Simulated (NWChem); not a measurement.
# CH4BCl; SMILES CBCl

```xyz
7

B     -0.5959     0.4378     0.0017
H     -1.8025     0.4815     0.0028
Cl     0.1078    -1.1701     0.0003
C      0.2836     1.7189     0.0019
H      0.0144     2.3380     0.8765
H      0.0202     2.3353    -0.8762
H      1.3670     1.5389     0.0058
```
Atoms are numbered in this order, from 1.

Coordinates come from a PBE0/def2-SVP optimisation.

Q: Give the principal values of the shielding tensors (ppm) of B1, Cl3, C4 from KT2/pcSseg-1, GIAO (NWChem), with their diamagnetic and paramagnetic parts as GIAO splits them.

A: 
```
atom    σ11    σ22    σ33  isotropic  diamagnetic  paramagnetic
----  -----  -----  -----  ---------  -----------  ------------
B1    -36.5   17.8  103.7       28.3        194.3        -166.0
Cl3   275.4  573.3  978.9      609.2       1150.4        -541.2
C4    139.9  170.8  184.7      165.1        253.7         -88.6
```
